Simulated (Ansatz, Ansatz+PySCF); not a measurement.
```xyz
5

C     0.0056   -0.0081   -1.1177
Cl    0.0021   -0.0012    0.6657
H     0.0008   -1.0269   -1.4763
H    -0.9012    0.5092   -1.4809
H     0.8932    0.5196   -1.4698
```

Basis set: def2-SVP (spherical functions). Frozen core: 6 orbitals. Charge 0, multiplicity 1.

Computed with Ansatz (development build ahead of 0.2.0); each method stands on the lowest determinant of its kind that the runs found. Restricted open shells among the atoms or ions are ROHF, correlated in semicanonical orbitals with singles.

The atomization energy at this shape (free ground-state atoms in the same class of orbitals less the molecule, no zero-point energy) of singlet CH₃Cl:

```csv
method,atomization energy
RHF-CCSD(T),373.82 kcal/mol
RHF-MP2,374.09 kcal/mol
UHF,296.30 kcal/mol
```

What does RHF give?

301.29 kcal/mol.
